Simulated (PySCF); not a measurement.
## How methods differ on the excitation energy of Pb²⁺

Pb²⁺ [Xe] 4f14 5d10 6s2 (1S) → Pb²⁺ [Xe] 4f14 5d9 6s2 7s1 (3D), as a difference of total energies. Computed with PySCF 2.14 in aug-cc-pVQZ-PP with one added diffuse shell each of s, p, d, f, g type with ECP60MDF (8s8p6d4f3g, 117 functions), with scalar relativity through the core potential. The calculations carry no spin-orbit coupling.

```csv
method,excitation energy (eV)
UHF,30.932
LDA,31.387
PBE,31.179
PBE0,31.389
r2SCAN,31.609
BLYP,31.074
TPSSh,31.269
```

The promoted electron is Rydberg-like, and one or two diffuse shells describe it only roughly, which tends to raise the upper state.
